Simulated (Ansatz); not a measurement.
Born–Oppenheimer molecular dynamics of AlClH₆N₂ (10 atoms, charge 0, multiplicity 1). It starts at the highest image of a converged band, a first-order saddle point between two minima.

Theory: RKS PBE/6-31G* in Ansatz.

```yaml
ensemble: NVE (velocity Verlet)
time_step: 0.5 fs
steps_asked: 200
starting_velocities_drawn_for: 300 K
seed: 6642
```

Frames 1 fs apart, positions in Å, forces in eV/Å.

Velocities at 30.0 fs (Å/ps):

```
Al -1.94 1.22 5.01
Cl 1.22 -0.60 -2.00
N 1.33 0.25 -1.69
N 0.10 -3.62 -3.54
H -1.27 27.10 -6.22
H -22.69 12.76 16.53
H 11.64 10.57 5.11
H 0.08 -16.05 -5.75
H 3.45 1.98 -3.29
H -2.18 -1.29 2.65
```

```xyz
10
Properties=species:S:1:pos:R:3:forces:R:3 time_fs=30.0 energy_less_start_eV=0.115 T=190
Al -0.288 0.150 0.293 1.12 0.29 0.26
Cl 0.789 1.310 -2.128 0.58 -0.21 -0.64
N 1.409 0.064 1.033 0.15 -0.03 -0.01
N -1.193 -1.322 -0.163 -0.46 0.73 0.33
H -0.046 1.911 -1.342 -0.51 0.37 0.37
H -1.047 1.619 0.089 0.15 -0.45 0.22
H 2.223 0.676 0.780 -1.03 -0.65 0.28
H 1.734 -0.708 1.655 -0.33 0.68 -0.61
H -2.201 -1.363 -0.290 -0.12 0.06 -0.03
H -0.778 -2.188 -0.438 0.46 -0.80 -0.15
10
Properties=species:S:1:pos:R:3:forces:R:3 time_fs=31.0 energy_less_start_eV=0.125 T=181
Al -0.290 0.151 0.298 1.01 0.33 0.19
Cl 0.791 1.309 -2.131 0.27 0.00 -0.34
N 1.410 0.064 1.032 0.32 -0.03 0.03
N -1.193 -1.325 -0.166 -0.27 0.85 0.38
H -0.050 1.939 -1.347 -0.23 0.15 0.11
H -1.069 1.629 0.107 0.25 -0.57 0.20
H 2.229 0.683 0.786 -1.20 -0.79 0.32
H 1.733 -0.721 1.646 -0.35 0.82 -0.69
H -2.198 -1.360 -0.293 -0.25 0.03 -0.05
H -0.778 -2.193 -0.436 0.44 -0.79 -0.15
10
Properties=species:S:1:pos:R:3:forces:R:3 time_fs=32.0 energy_less_start_eV=0.107 T=198
Al -0.291 0.153 0.303 0.92 0.32 0.12
Cl 0.792 1.308 -2.133 -0.06 0.25 -0.03
N 1.412 0.064 1.030 0.02 -0.04 -0.02
N -1.193 -1.328 -0.169 0.02 0.59 0.31
H -0.055 1.969 -1.351 0.08 -0.12 -0.17
H -1.088 1.635 0.126 0.31 -0.64 0.18
H 2.225 0.683 0.796 -0.99 -0.64 0.25
H 1.728 -0.726 1.631 -0.26 0.67 -0.55
H -2.198 -1.358 -0.297 -0.27 0.00 -0.06
H -0.774 -2.205 -0.435 0.23 -0.39 -0.03
10
Properties=species:S:1:pos:R:3:forces:R:3 time_fs=33.0 energy_less_start_eV=0.090 T=214
Al -0.292 0.154 0.308 0.84 0.27 0.07
Cl 0.793 1.308 -2.135 -0.34 0.47 0.23
N 1.414 0.065 1.028 -0.69 -0.06 -0.17
N -1.193 -1.330 -0.172 0.26 0.17 0.19
H -0.060 1.998 -1.356 0.35 -0.35 -0.39
H -1.105 1.634 0.147 0.35 -0.65 0.15
H 2.211 0.677 0.807 -0.45 -0.21 0.08
H 1.721 -0.724 1.610 -0.09 0.25 -0.22
H -2.200 -1.355 -0.302 -0.18 -0.04 -0.06
H -0.767 -2.222 -0.435 -0.06 0.15 0.12
10
Properties=species:S:1:pos:R:3:forces:R:3 time_fs=34.0 energy_less_start_eV=0.102 T=202
Al -0.293 0.156 0.314 0.77 0.18 0.03
Cl 0.795 1.308 -2.137 -0.53 0.64 0.40
N 1.415 0.065 1.026 -1.65 -0.11 -0.36
N -1.193 -1.332 -0.175 0.38 -0.16 0.08
H -0.061 2.024 -1.365 0.52 -0.52 -0.54
H -1.118 1.626 0.170 0.36 -0.63 0.12
H 2.192 0.669 0.820 0.31 0.40 -0.14
H 1.713 -0.721 1.588 0.13 -0.32 0.20
H -2.204 -1.353 -0.307 0.00 -0.07 -0.04
H -0.761 -2.237 -0.434 -0.30 0.59 0.23
10
Properties=species:S:1:pos:R:3:forces:R:3 time_fs=35.0 energy_less_start_eV=0.128 T=177
Al -0.294 0.158 0.319 0.68 0.05 0.00
Cl 0.796 1.307 -2.139 -0.61 0.72 0.47
N 1.415 0.065 1.024 -2.43 -0.17 -0.50
N -1.193 -1.335 -0.178 0.37 -0.25 0.05
H -0.058 2.045 -1.379 0.60 -0.59 -0.60
H -1.127 1.613 0.194 0.35 -0.56 0.10
H 2.177 0.664 0.831 0.96 0.92 -0.30
H 1.706 -0.720 1.567 0.32 -0.79 0.53
H -2.207 -1.352 -0.312 0.18 -0.09 -0.02
H -0.758 -2.246 -0.430 -0.42 0.78 0.27
10
Properties=species:S:1:pos:R:3:forces:R:3 time_fs=36.0 energy_less_start_eV=0.117 T=189
Al -0.294 0.159 0.324 0.59 -0.13 -0.03
Cl 0.797 1.307 -2.141 -0.57 0.69 0.43
N 1.413 0.065 1.022 -2.54 -0.18 -0.51
N -1.193 -1.337 -0.181 0.27 -0.07 0.10
H -0.049 2.060 -1.399 0.56 -0.55 -0.57
H -1.134 1.595 0.218 0.30 -0.45 0.07
H 2.171 0.669 0.840 1.09 1.01 -0.30
H 1.702 -0.727 1.551 0.38 -0.89 0.58
H -2.209 -1.351 -0.318 0.31 -0.10 0.00
H -0.759 -2.248 -0.424 -0.38 0.68 0.23
10
Properties=species:S:1:pos:R:3:forces:R:3 time_fs=37.0 energy_less_start_eV=0.063 T=240
Al -0.294 0.161 0.329 0.50 -0.36 -0.06
Cl 0.797 1.307 -2.143 -0.41 0.54 0.28
N 1.410 0.065 1.019 -1.87 -0.13 -0.37
N -1.192 -1.340 -0.183 0.14 0.35 0.22
H -0.035 2.070 -1.424 0.39 -0.39 -0.43
H -1.137 1.572 0.244 0.22 -0.29 0.04
H 2.174 0.682 0.846 0.61 0.60 -0.16
H 1.702 -0.742 1.541 0.30 -0.54 0.34
H -2.209 -1.351 -0.324 0.32 -0.10 0.01
H -0.764 -2.244 -0.415 -0.21 0.30 0.12
10
Properties=species:S:1:pos:R:3:forces:R:3 time_fs=38.0 energy_less_start_eV=0.028 T=273
Al -0.294 0.162 0.334 0.42 -0.61 -0.10
Cl 0.798 1.308 -2.144 -0.12 0.27 0.03
N 1.405 0.064 1.016 -0.82 -0.09 -0.13
N -1.191 -1.342 -0.186 0.05 0.92 0.38
H -0.017 2.076 -1.453 0.10 -0.09 -0.19
H -1.139 1.546 0.270 0.11 -0.09 0.02
H 2.183 0.702 0.850 -0.13 -0.05 0.04
H 1.704 -0.762 1.534 0.13 0.05 -0.03
H -2.205 -1.353 -0.329 0.22 -0.08 0.01
H -0.770 -2.237 -0.406 0.05 -0.22 -0.01
10
Properties=species:S:1:pos:R:3:forces:R:3 time_fs=39.0 energy_less_start_eV=0.048 T=254
Al -0.293 0.164 0.340 0.35 -0.89 -0.15
Cl 0.799 1.308 -2.146 0.25 -0.09 -0.27
N 1.400 0.064 1.013 0.12 -0.09 0.12
N -1.190 -1.344 -0.188 0.05 1.40 0.52
H 0.002 2.081 -1.484 -0.27 0.29 0.11
H -1.139 1.520 0.295 -0.01 0.15 -0.01
H 2.192 0.721 0.854 -0.76 -0.61 0.18
H 1.708 -0.781 1.526 -0.03 0.60 -0.36
H -2.199 -1.355 -0.335 0.02 -0.06 -0.01
H -0.776 -2.232 -0.397 0.28 -0.69 -0.12
10
Properties=species:S:1:pos:R:3:forces:R:3 time_fs=40.0 energy_less_start_eV=0.088 T=216
Al -0.293 0.165 0.345 0.29 -1.15 -0.20
Cl 0.799 1.308 -2.148 0.59 -0.45 -0.54
N 1.395 0.064 1.010 0.69 -0.13 0.29
N -1.190 -1.345 -0.190 0.21 1.54 0.57
H 0.018 2.089 -1.514 -0.61 0.66 0.38
H -1.140 1.495 0.321 -0.15 0.39 -0.03
H 2.193 0.734 0.861 -1.07 -0.90 0.24
H 1.711 -0.795 1.516 -0.13 0.91 -0.53
H -2.193 -1.357 -0.341 -0.18 -0.04 -0.03
H -0.780 -2.233 -0.388 0.36 -0.82 -0.15
10
Properties=species:S:1:pos:R:3:forces:R:3 time_fs=41.0 energy_less_start_eV=0.097 T=208
Al -0.293 0.165 0.350 0.24 -1.36 -0.25
Cl 0.800 1.308 -2.150 0.75 -0.65 -0.66
N 1.390 0.063 1.008 0.82 -0.17 0.36
N -1.189 -1.344 -0.191 0.46 1.26 0.52
H 0.029 2.104 -1.541 -0.78 0.86 0.49
H -1.142 1.474 0.347 -0.27 0.59 -0.04
H 2.184 0.738 0.869 -1.03 -0.87 0.22
H 1.714 -0.801 1.500 -0.14 0.91 -0.52
H -2.189 -1.360 -0.346 -0.30 -0.02 -0.03
H -0.780 -2.242 -0.381 0.25 -0.55 -0.09
```

Of the whole run (100 fs, mean temperature of the second half 260 K): The conserved energy stayed within 0.18 meV per atom of its start (net change 0.043 meV per atom), so the integration is sound. A run of 0.1 ps of so small a system gives no equilibrium averages. The orbitals stay closed-shell, which can raise the energy where a bond breaks towards radicals; this wasn't checked here.

Run time: 4.9 min on 2 threads of Arm Neoverse V1, with other jobs on the host, peak memory 0.12 GiB.
